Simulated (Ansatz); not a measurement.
Reaction: GeH2BrF (SMILES [F][GeH2][Br]) → GeHBrF (SMILES [F][GeH][Br], doublet) + H (doublet) (the Ge-H bond breaks)
Each species at its own B3LYP-D3(BJ)/def2-TZVP minimum (Ansatz, a program for electronic structure).

Total energies in hartree (Ansatz). Radicals and triplets start from unrestricted determinants; spin-orbit coupling is neglected. Cores are frozen in correlated methods (noble-gas shells, and filled d and f shells in the p block). No relativity. Where a partner has so few electrons that a lower coupled-cluster level is exact, that level stands in. Spin-orbit terms, left out, reach several kcal/mol for Br and I, and more for heavier atoms.

```tsv
species	HF/cc-pVTZ	CCSD(T)/cc-pVTZ	HF/cc-pVQZ	CCSD(T)/cc-pVQZ	CCSD(T)/cc-pVDZ	CCSDT(Q)/cc-pVDZ
1: GeH2BrF (SMILES [GeH2]([Br])[F])	-4748.59313	-4749.16951	-4748.61012	-4749.23768	-4748.83292	-4748.83456
2: GeHBrF (SMILES [GeH]([Br])[F], doublet)	-4747.98228	-4748.53090	-4747.99909	-4748.59769	-4748.19923	-4748.20109
3: H (doublet)	-0.49981	-0.49981	-0.49995	-0.49995	-0.49928	-0.49928
```

Q: Work out the bond dissociation energy (electronic) in kJ/mol: take Hartree-Fock from cc-pVQZ, extrapolate the CCSD(T) correlation energy as X^-3 (X = 3, 4), and add CCSDT(Q) - CCSD(T) in cc-pVDZ. 1 hartree = 2625.5 kJ/mol.

A: 
Species 1: correlation (64·(-0.62756) - 27·(-0.57638))/37 = -0.66491; step -0.00164; E1 = -4748.61012 + (-0.66491) + (-0.00164) = -4749.27667
Species 2: correlation (64·(-0.59860) - 27·(-0.54862))/37 = -0.63507; step -0.00186; E2 = -4747.99909 + (-0.63507) + (-0.00186) = -4748.63602
Species 3: correlation (64·(0.00000) - 27·(0.00000))/37 = 0.00000; step +0.00000; E3 = -0.49995 + (0.00000) + (+0.00000) = -0.49995
-1·E1 +1·E2 +1·E3 = 0.14070 hartree = 369.4 kJ/mol.
